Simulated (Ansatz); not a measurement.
Geometry optimisation, RKS B3LYP/def2-SVPD (Ansatz).

Input:

```yaml
crystal:
  periodic: [false, false, false]
  atoms:
    - { symbol: Sn, position_ang: [0.131257, 0.005447, -0.108518] }
    - { symbol: H, position_ang: [0.142928, -0.039245, 1.630756] }
    - { symbol: H, position_ang: [1.783713, 0.051929, -0.581909] }
    - { symbol: C, position_ang: [-0.918859, 1.772223, -0.798525] }
    - { symbol: H, position_ang: [-1.915811, 1.478736, -1.149762] }
    - { symbol: H, position_ang: [-1.037557, 2.489539, 0.024388] }
    - { symbol: H, position_ang: [-0.366126, 2.255319, -1.613667] }
    - { symbol: H, position_ang: [-0.570976, -1.450434, -0.67916] }
    - { symbol: F, position_ang: [-2.469314, -0.007704, 1.535878] }
    - { symbol: H, position_ang: [-1.675555, -0.050308, 2.015018] }
basis:
  gaussian: { orbitals: def2-SVPD }
hamiltonian:
  xc: b3lyp
relax:
  f_tol: 0.03
  max_steps: 50
output:
  orbitals: {}
```

Launched with:

```bash
$ ansatz run input.yaml --threads 4 --pin off --max-ram 5120MiB --backend cpu --events-out ev --progress --plain --runs-dir out
```

**Question.** Where does it end, and by what steps?

**Answer.** It converged. The force dipped under the threshold on the way, but the program's further checks kept it going. After 18 steps the energy has fallen by 0.113 eV; F9 moved furthest, 1.02 Å.

| step | energy less start (eV) | largest force component (eV/Å) | accepted |
| --- | --- | --- | --- |
| 0 | 0.0000 | 0.352 | yes |
| 1 | -0.0195 | 1.187 | yes |
| 2 | -0.0308 | 1.499 | yes |
| 3 | -0.0710 | 0.774 | yes |
| 4 | -0.0856 | 0.261 | yes |
| 5 | -0.0332 | 1.823 | no |
| 6 | -0.0976 | 0.067 | yes |
| 7 | -0.1031 | 0.192 | yes |
| 8 | -0.0985 | 0.531 | no |
| 9 | -0.1074 | 0.088 | yes |
| 10 | -0.1099 | 0.072 | yes |
| 11 | -0.1106 | 0.249 | yes |
| 12 | -0.1100 | 0.317 | no |
| 13 | -0.1131 | 0.008 | yes |
| 14 | -0.1120 | 0.101 | no |
| 15 | -0.1128 | 0.099 | no |
| 16 | -0.1131 | 0.044 | yes |
| 17 | -0.1131 | 0.036 | yes |
| 18 | -0.1132 | 0.022 | yes |

```xyz
10
Properties=species:S:1:pos:R:3
Sn 0.175 0.018 -0.248
H -0.383 -0.382 1.348
H 1.867 0.273 -0.115
C -0.859 1.787 -0.944
H -1.943 1.610 -0.943
H -0.636 2.636 -0.284
H -0.536 2.032 -1.964
H -0.143 -1.342 -1.242
F -2.633 0.014 2.538
H -1.806 -0.140 2.128
```

Whether the end is a true minimum wasn't checked by a vibrational analysis.

The run took 22 s on 4 threads of AMD EPYC 9R45 96-Core Processor (Zen 5), on a shared host, peak memory 0.37 GiB.
